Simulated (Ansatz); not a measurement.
Total energies of Mg4H14S4 from Ansatz at PBE-D4/def2-SVP, gas phase (1 Eh = 27.2114 eV = 2625.5 kJ/mol). The reference geometry is relaxed at r2SCAN-D4/def2-SVP.

```xyz
22

Mg    1.528   -2.748    1.222
S     2.282    0.039    1.605
Mg    0.408    0.289   -2.363
S     0.828   -2.015   -1.168
S    -1.973    3.048   -0.537
Mg    0.300    1.832    0.702
Mg   -1.719   -1.740   -1.259
S    -1.533   -0.198    1.057
H     2.715   -3.979    1.357
H     0.294   -1.790    2.061
H     3.385    0.835    1.537
H     2.183    0.145    2.948
H     0.878    1.349   -0.924
H     0.903    0.612   -3.978
H     1.172   -2.932   -2.096
H    -1.701    2.989   -1.860
H    -1.482    4.299   -0.394
H     0.373    3.009    1.954
H    -2.982   -2.887   -1.239
H    -1.438   -0.031   -1.917
H    -1.732   -0.648    2.313
H    -2.688    0.521    0.979
```

```json
{"state": "charge 0 singlet", "geometry": "reference", "energy (Eh)": "-2399.53587"}
{"state": "charge 1 doublet", "geometry": "reference", "energy (Eh)": "-2399.25787"}
{"state": "charge -1 doublet", "geometry": "reference", "energy (Eh)": "-2399.53816"}
{"state": "free Mg atom (singlet)", "geometry": "–", "energy (Eh)": "-199.87173"}
{"state": "free S atom (triplet)", "geometry": "–", "energy (Eh)": "-397.80063"}
{"state": "free H atom (doublet)", "geometry": "–", "energy (Eh)": "-0.49863"}
```

(1) Work out the vertical ionisation energy to the doublet.

(2) Work out the vertical electron affinity, to the doublet.

(3) Give the fundamental gap IE − EA, the Mulliken electronegativity (IE + EA)/2 and the hardness (IE − EA)/2.

(4) What is the binding energy per atom against free atoms?

(1) E(charge 1 doublet) − E(charge 0 singlet) = -2399.25787 − (-2399.53587) = 0.27800 Eh = 7.56 eV. For comparison, −ε of the highest occupied level is 5.55 eV at this level, 2.01 eV less.

(2) E(charge 0 singlet) − E(charge -1 doublet) = -2399.53587 − (-2399.53816) = 0.00229 Eh = 0.06 eV; so near zero that its sign isn't settled. The basis lacks diffuse functions, which makes affinities too small.

(3) From the values in Eh: IE − EA = 0.27800 − 0.00229 = 0.27571 Eh = 7.50 eV; (IE + EA)/2 = 3.81 eV; (IE − EA)/2 = 3.75 eV. The HOMO–LUMO gap of the same run is 3.75 eV, 3.75 eV smaller than the fundamental gap.

(4) Atoms: 4 × (-199.87173) + 4 × (-397.80063) + 14 × (-0.49863) = -2397.67026 Eh. Binding: -2397.67026 − (-2399.53587) = 1.86561 Eh = 50.77 eV, or 2.31 eV for each of 22 atoms (no zero-point energy, no counterpoise term).

At PBE-D4/def2-SVP the gap within one spin of the charge 1 doublet nearly closes, so an electron or hole may be smeared out by delocalisation error. At PBE-D4/def2-SVP the gap within one spin of the charge -1 doublet nearly closes, so an electron or hole may be smeared out by delocalisation error. At PBE-D4/def2-SVP the highest occupied level of the charge -1 doublet lies above zero (up to 1.65 eV). Energy differences disagree on whether the electron is bound (positive means bound): 0.06 eV (vertical, to the charge 0 singlet, at PBE-D4/def2-SVP), but -0.21 eV at PBE0-D4/def2-SVP.
